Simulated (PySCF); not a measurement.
Compound: C6H7F2O2 (charge -1).
Atom-mapped SMILES: `[CH3:1][C@@H:2]([C:3](=[O:4])[O-:5])[CH:6]1[C@H:7]([F:8])[C@H:9]1[F:10]`

NICS = −σ at a ghost point: NICS(0) at the centroid of the ring atoms, NICS(1) 1 Å to either side along the normal of their mean plane, zz for the tensor component along that normal. Level: GIAO PBE0/pcSseg-1 (PySCF, non-relativistic, gas phase) on the GFN2-xTB geometry, one conformer.

Ring bond lengths (Å), with Mayer bond orders in brackets: C6–C7 1.499 (0.90), C7–C9 1.494 (0.96), C9–C6 1.499 (0.91).

Question: What do the NICS probes read (ppm)?

Answer: 
```
    ring                                            type  NICS(0)  NICS(1), two faces  NICS(1)zz, two faces  rms pucker (Å)  centre to ring atoms, mean (Å)
C6–C7–C9  3-membered carbocycle; formal bonds all single    -33.9         -8.2 / -7.7         -14.8 / -16.8            0.00                            0.86
```

Question: What do they say, and how far can they be read as aromaticity?

Answer: 
- C6–C7–C9: mean NICS(1)zz -15.8 ppm, shielded. C6, C7, C9 have four or more neighbours; no verdict on aromaticity is drawn. NICS(0) lies 26 ppm below the mean NICS(1).

Question: At the first NICS(1) probe listed for ring C6–C7–C9, 1 Å off the ring, how large is the induced field along the normal in 1 T applied along it?

Answer: NICSzz × B0 = -14.8 ppm × 1 T = -15 μT, against the applied field.

Question: What are the shieldings of the ring atoms and their hydrogens in the same run (means over atoms taken as equivalent)?

Answer: 
| atoms | environment | σ isotropic (ppm) | principal values of the symmetric part, first atom (ppm) |
| --- | --- | --- | --- |
| C6 | three-membered-ring carbon | 147.9 | 121.2, 134.3, 188.2 |
| C7 | sp3 C–F carbon | 105.2 | 46.6, 77.5, 191.4 |
| C9 | sp3 C–F carbon | 105.1 | 52.3, 79.7, 183.2 |
| H on C6 | methine hydrogen | 28.19 | 23.4, 26.7, 34.5 |
| H on C7 | methine hydrogen | 27.43 | 22.7, 28.7, 30.8 |
| H on C9 | methine hydrogen | 27.02 | 21.8, 28.1, 31.2 |

Conformer computed: `[CH3:1][C@@H:2]([C:3](=[O:4])[O-:5])[CH:6]1[C@H:7]([F:8])[C@H:9]1[F:10]`: C1–C2–C3–O4 96°, C1–C2–C6–C7 61°.
